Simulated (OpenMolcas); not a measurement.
Ce3+ among 6 point charges of -0.5 e arranged as an octahedron (Oh).

```json
{"Program": "OpenMolcas", "Method": "CASSCF", "Basis": "ANO-RCC-VDZP [7s6p4d2f1g]", "Scalar Hamiltonian": "DKH2, point nucleus", "Active space": "1 electron in 7 orbitals (4f)", "State averaging": "2S+1 = 2 odd, 7 roots", "Spin-orbit coupling": "RASSI with atomic mean-field integrals over the reference wave functions"}
```

All point charges move together. At R = 2.27 Å the width of the lowest J multiplet is 290 cm-1, and at R = 2.59 Å it is 152 cm-1.

Problem. A third run gives 204 cm-1. What distance was it run at?

Solution. With a power law R^-n the two known points give n = -ln(152 / 290) / ln(2.59 / 2.27) = 4.90. Then R = 2.27 × (290 / 204)^(1/4.90) = 2.439 Å. The run was at 2.44 Å, so the estimate is off by -0.001 Å.

This is an electrostatic model: the charges have no orbitals. No measured value stands beside these numbers.
